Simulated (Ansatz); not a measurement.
Correlation energies of CH6BFOSi (`CB(F)[SiH2]O`) by basis set

```xyz
11

C    -1.098    1.209    0.489
B    -0.129    0.705   -0.623
F    -0.074    1.378   -1.774
Si    1.058   -0.952   -0.479
O     0.994   -1.663    1.017
H    -1.972    0.542    0.507
H    -1.461    2.226    0.322
H    -0.650    1.132    1.483
H     2.487   -0.589   -0.677
H     0.681   -1.927   -1.549
H     0.164   -2.059    1.283
```

Total charge 0; spin multiplicity 1. All single points use the PBE0-D4/def2-TZVP geometry. It is one conformer, not always the lowest. Frozen core, restricted reference, Ansatz 0.2.0. CBS rows extrapolate triple and quadruple zeta; past MP2 they add the triple-zeta difference.

```csv
basis,HF (Eh),MP2 corr.,CCSD corr.,(T),CCSD(T) total
def2-TZVPP,-529.49545,-0.88327,?,?,?
def2-QZVPP,-529.51577,?,–,–,–
CBS(def2),?,-1.00705,-1.04788,as TZ,?
```

Problem. Fill in the withheld values. (An estimate is asked.)

Solution. Ansatz gave: def2-TZVPP CCSD corr.: -0.92410; def2-TZVPP (T): -0.03135; def2-TZVPP CCSD(T) total: -530.45090; def2-QZVPP MP2 corr.: -0.95438; CBS(def2) HF (Eh): -529.51856; CBS(def2) CCSD(T) total: -530.59779.
